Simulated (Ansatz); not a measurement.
Stepwise reaction of `C#[C][SnH2][C]#C` with hydrogen, as a gas-phase model of exchange steps in deposition or etching. ΔE in kJ/mol; ΔG adds harmonic PBE0-D4 terms to CCSD(T)/CBS, at 1 bar.

Program: Ansatz. Geometries: PBE0-D4/def2-TZVP. ΔE: electronic, gas phase. CCSD(T)/CBS adds triple-zeta CCSD(T) − MP2 to the extrapolated MP2 energy (def2 sets, frozen cores). This one scheme is used for every species. DFT in def2-TZVPP. B3LYP here is the variant with VWN-RPA as its local correlation; programs differ in this. Elements past krypton have def2 core potentials. For Sn outer-core shells are correlated without core-valence functions, which leaves a few kJ/mol of doubt a bond.

| step | reaction | PBE-D4 | B3LYP-D4 | ωB97M-V | CCSD(T)/CBS | ΔG(500 K) |
| --- | --- | --- | --- | --- | --- | --- |
| 1 | `C#[C][SnH2][C]#C` + H₂ → `C#[C][SnH3]` + `C#C` | -6.4 | -8.0 | -7.5 | 1.3 | 4.3 |
| 2 | `C#[C][SnH3]` + H₂ → `[SnH4]` + `C#C` | -5.5 | -7.5 | -6.6 | 1.2 | 8.0 |

Q: By hand: ΔE of the 2 steps together at CCSD(T)/CBS.

A: (1.3) + (1.2) = 2.5 kJ/mol, or 1.2 kJ/mol a step.

In ΔE the steps differ by no more than 0.1 kJ/mol. ΔG lies between 4.3 and 8.0 kJ/mol a step. PBE-D4 differs from CCSD(T)/CBS by -7.7 to -6.7 kJ/mol a step. Isolated molecules leave out the surface, adducts and barriers. Largest T1 diagnostic: 0.014.
